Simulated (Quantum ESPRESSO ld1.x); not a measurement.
Task: The mean radii <r> (bohr) of the occupied orbitals of an atom or ion are listed with their occupations. Method: scalar-relativistic Kohn-Sham, BLYP, spin-unpolarised, spherical densities, point nucleus; computed with ld1.x of Quantum ESPRESSO 7.5.

| orbital | occ. | <r> |
|---|---|---|
| 1s | 2 | 0.09684 |
| 2s | 2 | 0.4745 |
| 2p | 6 | 0.4356 |

Name the element and its charge.

Result: Z = 16, sulfur, charge +6: S6+ in [Ne]. The 1s radius gives Z: for a bare nucleus <r> = (2 gamma + 1)/(2Z) with gamma = sqrt(1 - (Z/c)^2), 0.09332 bohr for Z = 16, and screening makes it slightly larger (0.09684 here). The occupations add up to 10, and the charge is Z minus that.
